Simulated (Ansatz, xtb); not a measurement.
**Two structures of C3H7Ge**

Structure X: a doublet given by its coordinates. Structure Y: `C1[CH2][GeH][CH2]1`, a doublet. Both are isolated molecules in the gas phase, relaxed with B3LYP-D3(BJ)/def2-SVP.

X (Å):

```xyz
11

C     0.6561   -1.4610    0.2946
C     0.3343   -0.9076    1.5332
C     0.2544    0.5685    1.7880
Ge   -1.6441   -1.6640    0.3742
H     0.9844   -2.4994    0.2153
H     0.8653   -0.8083   -0.5580
H     0.3337   -1.5662    2.4080
H     0.0437    1.1293    0.8642
H    -0.5175    0.8183    2.5311
H     1.2211    0.9325    2.1860
H    -1.4736   -3.0579    1.1595
```

Close contacts (Å): C1–C2 1.39, C1–Ge4 2.31, C2–C3 1.50, C2–Ge4 2.41, C1–H5 1.09, C1–H6 1.09, C2–H7 1.10, C3–H8 1.10, C3–H9 1.10, C3–H10 1.11, Ge4–H11 1.61.

Y (Å):

```
atom    x (Å)    y (Å)    z (Å)
   C  -0.1650  -2.0186   0.9961
   C   0.6627  -0.7055   0.9348
   C  -0.3681   0.3815   0.5236
  Ge  -1.4632  -1.1226  -0.2698
   H  -0.6231  -2.1763   1.9839
   H   0.3469  -2.9387   0.6821
   H   1.1782  -0.4745   1.8861
   H   1.4379  -0.7930   0.1569
   H  -0.0021   1.1854  -0.1299
   H  -0.8770   0.8231   1.3933
   H  -1.0379  -1.3803  -1.7610
```

**Question.** Which of the two would you expect CCSD(T)/def2-SVP electronic energies to favour?

**Answer.** Structure Y; the calculation gives E(Y) − E(X) = −4.8 kcal/mol.

How the difference moves with the method:

```
                level               geometry  E(Y) − E(X) (kcal/mol)  departure from the last row (kcal/mol)  job, with rough time for the two
B3LYP-D3(BJ)/def2-SVP  B3LYP-D3(BJ)/def2-SVP                       0.0                                    +4.8             optimisation, 1.9 min
          HF/def2-SVP  B3LYP-D3(BJ)/def2-SVP                      −5.3                                    −0.5           part of the CCSD(T) run
         MP2/def2-SVP  B3LYP-D3(BJ)/def2-SVP                      −8.3                                    −3.5           part of the CCSD(T) run
     CCSD(T)/def2-SVP  B3LYP-D3(BJ)/def2-SVP                      −4.8                                                     single point, 1.8 min
```

B3LYP-D3(BJ)/def2-SVP finds them nearly level. The largest departure from CCSD(T)/def2-SVP is that of B3LYP-D3(BJ)/def2-SVP, 4.8 kcal/mol. Levels run at GFN2-xTB geometries aren't shown. MP2 in a larger basis moves the difference by −1.1 kcal/mol, a step that isn't added because spin contamination makes open-shell MP2 unreliable in this search.

With harmonic frequencies from B3LYP-D3(BJ)/def2-SVP (ideal gas, rigid rotor, one conformer each, 298.15 K, 1 atm): on the last row, ΔE + ΔZPE = −3.8, ΔH = −4.6, ΔG = −2.9 kcal/mol.

Open shells are spin-unrestricted. The correlated steps freeze 12 core orbitals; the filled d shell of Ge is correlated, in a basis made for valence electrons. Mirror images aren't counted in ΔG. Codes used: Ansatz 0.2.0; the last row on 2 threads of Arm Neoverse V1 on a shared host.
